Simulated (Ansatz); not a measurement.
cis-OsH2(PH3)4 (P4OsH14), relaxed as a singlet with RKS PBE-D4/def2-SVP in Ansatz, starting from the GFN2-xTB geometry. Force threshold 0.02 eV/Å.

In the def2 sets Os takes a core potential; there is no spin–orbit coupling.

Start:

| atom | x (Å) | y (Å) | z (Å) |
| --- | --- | --- | --- |
| Os1 | -0.2224 | 0.0045 | 0.5363 |
| H2 | -1.5131 | -0.6093 | 1.2729 |
| P3 | 1.6475 | 0.9451 | -0.3554 |
| H4 | 1.8681 | 2.3196 | -0.3384 |
| H5 | 2.0229 | 0.8238 | -1.6966 |
| H6 | 2.9252 | 0.6454 | 0.1088 |
| H7 | 0.1734 | 0.6428 | 1.9581 |
| P8 | -0.9236 | -0.9657 | -1.3990 |
| H9 | -2.1577 | -0.6693 | -1.9720 |
| H10 | -1.0971 | -2.3414 | -1.5221 |
| H11 | -0.2471 | -0.8632 | -2.6184 |
| P12 | -1.4686 | 1.8712 | 0.1894 |
| H13 | -2.4680 | 1.9536 | -0.7804 |
| H14 | -0.9132 | 3.1062 | -0.1456 |
| H15 | -2.2646 | 2.3883 | 1.2005 |
| P16 | 0.8911 | -1.8572 | 1.2122 |
| H17 | 0.7418 | -3.1021 | 0.6005 |
| H18 | 0.7225 | -2.3535 | 2.4962 |
| H19 | 2.2830 | -1.9389 | 1.2530 |

```
        step  energy (eV)  largest force component (eV/Å)  SCF passes
           1  -39824.4805                           1.338          19
           2  -39824.8521                           1.449          25
           3  -39825.0556                           0.303          20
           4  -39825.0652                           0.070          21
           5  -39825.0692                           0.072          19
6 (rejected)  -39825.0645                           0.215          20
           7  -39825.0704                           0.009          20
```

Force components are those of the run's own axes.

End:

| atom | x (Å) | y (Å) | z (Å) |
| --- | --- | --- | --- |
| Os1 | -0.183 | 0.005 | 0.441 |
| H2 | -1.513 | -0.613 | 1.257 |
| P3 | 1.753 | 0.992 | -0.425 |
| H4 | 1.941 | 2.421 | -0.363 |
| H5 | 2.166 | 0.878 | -1.807 |
| H6 | 3.050 | 0.665 | 0.114 |
| H7 | 0.184 | 0.648 | 1.947 |
| P8 | -0.947 | -1.015 | -1.522 |
| H9 | -2.244 | -0.691 | -2.062 |
| H10 | -1.131 | -2.444 | -1.585 |
| H11 | -0.263 | -0.926 | -2.793 |
| P12 | -1.502 | 1.886 | 0.246 |
| H13 | -2.573 | 1.964 | -0.716 |
| H14 | -0.939 | 3.179 | -0.052 |
| H15 | -2.272 | 2.301 | 1.380 |
| P16 | 0.874 | -1.869 | 1.273 |
| H17 | 0.682 | -3.171 | 0.685 |
| H18 | 0.608 | -2.259 | 2.625 |
| H19 | 2.310 | -1.952 | 1.357 |

By distances, no bond broke or formed. The bond that changes most is Os1–H2, from 1.61 to 1.68 Å (atoms count from 1).

No frequencies were taken in this run, so the end may be a saddle point.

Hardware: 4 threads of Intel Xeon 6975P-C on a shared host. Wall time 12 s.
